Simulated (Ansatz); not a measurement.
`CB(C)OC=O` + `C1N[SiH2]O1` → `O=CN1CO[SiH2]1` + `CB(C)O`  (substitution at a C–O bond)

Computed with Ansatz on PBE0-D4/def2-TZVP structures; ΔE is electronic, products minus reactants. CCSD(T)/CBS adds triple-zeta CCSD(T) − MP2 to the extrapolated MP2 energy (def2 sets, frozen cores). DFT in def2-TZVPP. B3LYP here is the variant with VWN-RPA as its local correlation; programs differ in this. One conformer a species, not always the lowest.

```tsv
level	ΔE (kJ/mol)	difference from CCSD(T)/CBS
PBE-D4	-56.1	-6.7
r2SCAN-D4	-52.5	-3.1
PBE0-D4	-53.7	-4.3
B3LYP-D4	-53.6	-4.2
ωB97X-V	-47.3	2.1
ωB97M-V	-47.5	1.9
B2PLYP	-51.9	-2.5
PBE	-55.6	-6.2
r2SCAN	-52.4	-3.0
PBE0	-53.2	-3.8
B3LYP	-52.7	-3.3
HF/def2-TZVPP	-43.8	5.6
MP2/def2-TZVPP	-52.8	-3.4
SCS-MP2/def2-TZVPP	-50.6	-1.2
CCSD/def2-TZVPP	-48.3	1.1
CCSD(T)/def2-TZVPP	-49.0	0.4
HF/def2-QZVPP	-43.6	5.8
MP2/def2-QZVPP	-53.0	-3.6
SCS-MP2/def2-QZVPP	-50.9	-1.5
HF/CBS(def2)	-43.6	5.8
MP2/CBS(def2)	-53.2	-3.8
CCSD/CBS(def2)	-48.6	0.8
CCSD(T)/CBS	-49.4	0
```

Largest T1 diagnostic among the species: 0.014.

In def2-TZVPP, CCSD(T) changes the Hartree–Fock value by −5.2 kJ/mol (the triples alone add −0.7 kJ/mol) and MP2 by −9.1 kJ/mol.
